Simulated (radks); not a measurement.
The numbers below are computed, except where a source is named.
Question: The mean radii <r> (bohr) of the occupied orbitals of an atom or ion are listed with their occupations. Code: a radial shooting solver on a logarithmic mesh with Libxc functionals. Model: Dirac Kohn-Sham, BLYP, spin-unpolarised, spherical densities, finite nucleus; Fermi nuclear charge, rms radius of each element as measured or else 0.836 A^(1/3) + 0.57 fm.

orbital  occ.      <r>
1s1/2       2  0.03343
2s1/2       2   0.1453
2p1/2       2   0.1236
2p3/2       4   0.1284
3s1/2       2   0.4026
3p1/2       2   0.3958
3p3/2       4   0.4064
3d3/2       4   0.3822
3d5/2       6   0.3857
4s1/2       2    1.019
4p1/2       2    1.107
4p3/2       4    1.139
4d3/2       4    1.640
4d5/2       3    1.663

Name the element and its charge. Open shells, if any, fill j = l - 1/2 first.

Answer: Z = 44, ruthenium, charge +1: Ru+ in [Kr] 4d7. The 1s radius gives Z: for a bare nucleus <r> = (2 gamma + 1)/(2Z) with gamma = sqrt(1 - (Z/c)^2), 0.03289 bohr for Z = 44, and screening makes it slightly larger (0.03343 here). The occupations add up to 43, and the charge is Z minus that.
